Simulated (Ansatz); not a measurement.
Consider the hydrogenolysis of the Si–C bond: `OC[SiH2][SeH]` + H₂ → `[SiH3][SeH]` + CH₃OH.

Program: Ansatz. Geometries: PBE0-D4/def2-TZVP. ΔE: electronic, gas phase. CCSD(T)/CBS adds triple-zeta CCSD(T) − MP2 to the extrapolated MP2 energy (def2 sets, frozen cores). This one scheme is used for every species. DFT in def2-TZVPP. For Se outer-core shells are correlated without core-valence functions, which leaves a few kJ/mol of doubt a bond. Scalar relativity is left out up to krypton. One conformer a species, not always the lowest.

```
        species  r2SCAN energy (Eh)
`OC[SiH2][SeH]`         -2807.95599
             H₂            -1.17128
  `[SiH3][SeH]`         -2693.43439
          CH₃OH          -115.70575
```

Work out ΔE.

ΔE = (-2693.43439) + (-115.70575) − (-2807.95599) − (-1.17128) = -0.01287 Eh = -0.35 eV. CCSD(T)/CBS gives -0.35 eV.

Largest T1 diagnostic among the species: 0.010.

In def2-TZVPP, CCSD(T) changes the Hartree–Fock value by +0.26 eV (the triples alone add +0.05 eV) and MP2 by +0.32 eV. The D4 term adds +0.12 eV with B3LYP and +0.07 eV with PBE0; it sums over pairs of atoms, weighted by their polarisabilities, and B3LYP, whose exchange is more repulsive, gets the larger term. From BLYP to BHLYP (50 % exact exchange), in def2-TZVPP and without D4, ΔE moves by −0.06 eV.

B3LYP here is the variant with VWN-RPA as its local correlation; programs differ in this.
